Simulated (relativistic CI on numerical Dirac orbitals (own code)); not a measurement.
Method of calculation: Dirac-Coulomb-Breit CI, orbitals from a KLI potential per configuration, a model potential for QED, unscaled Slater integrals (own radial code, finite nucleus).

Configuration list (outside the closed core [Ar] 3d10): 4s2.4p6.4d10, 4s2.4p6.4d9.4f, 4s2.4p5.4d10.4f, 4s2.4p6.4d9.5s, 4s.4p6.4d10.4f, 4s2.4p6.4d9.5p, 4s2.4p6.4d9.5d, 4s2.4p5.4d10.5s, 4s2.4p6.4d9.5f, 4s2.4p5.4d10.5p, 4s2.4p6.4d9.6s, 4s2.4p6.4d9.5g, 4s2.4p6.4d9.6p, 4s2.4p5.4d10.5d, 4s.4p6.4d10.5s, 4s2.4p6.4d9.6d, 4s2.4p6.4d9.6f, 4p6.4d10.4f2, 4p6.4d9.4f3, 4p5.4d10.4f3, 4p6.4d9.4f2.5s, 4p6.4d9.4f2.5p, 4p6.4d9.4f2.5d. Double excitations out of closed p, d and f shells are left out; levels of such configurations are missing from the list, as are those of other unlisted configurations, and high levels can miss mixing partners. These lack a partner that the ground configuration has and come out too high: 4s2.4p5.4d10.5s, 4s2.4p6.4d9.5f, 4s2.4p5.4d10.5p, 4s2.4p6.4d9.6s, 4s2.4p6.4d9.5g.

At this charge energies of transitions that change n are usually good to better than 1 %, and those within a shell (Δn = 0) to a few per cent.

Outline of the computed level scheme of Lu XXVI. Lowest level of each configuration: 4s2.4p6.4d10 1S_0 at 0.000 eV; 4s2.4p6.4d9.4f 3P°_0 at 174.902 eV; 4s2.4p6.4d9.5s 3D_3 at 296.800 eV; 4s2.4p6.4d9.5p 3P°_2 at 336.130 eV; 4s2.4p5.4d10.4f 3D_1 at 355.197 eV.

Some strong electric-dipole decays among the lowest 45 levels: 4s2.4p6.4d9.4f 1P°_1 → 4s2.4p6.4d10 1S_0 (5.8e+12 s⁻¹); 4s2.4p6.4d9.5p 1P°_1 → 4s2.4p6.4d10 1S_0 (1.1e+12 s⁻¹); 4s2.4p5.4d10.4f 3G_4 → 4s2.4p6.4d9.4f 3H°_5 (6.7e+11 s⁻¹); 4s2.4p5.4d10.4f 3G_5 → 4s2.4p6.4d9.4f 3H°_6 (6.5e+11 s⁻¹); 4s2.4p6.4d9.5p 3D°_1 → 4s2.4p6.4d10 1S_0 (5.5e+11 s⁻¹); 4s2.4p5.4d10.4f 3F_4 → 4s2.4p6.4d9.4f 3G°_5 (5.1e+11 s⁻¹); 4s2.4p5.4d10.4f 3F_3 → 4s2.4p6.4d9.4f 3G°_4 (4.0e+11 s⁻¹); 4s2.4p5.4d10.4f 1F_3 → 4s2.4p6.4d9.4f 3F°_4 (2.7e+11 s⁻¹).

LS names give the leading component of a level, which can be under half, so a name can repeat, a term be missing and a line seem to break the LS rules.
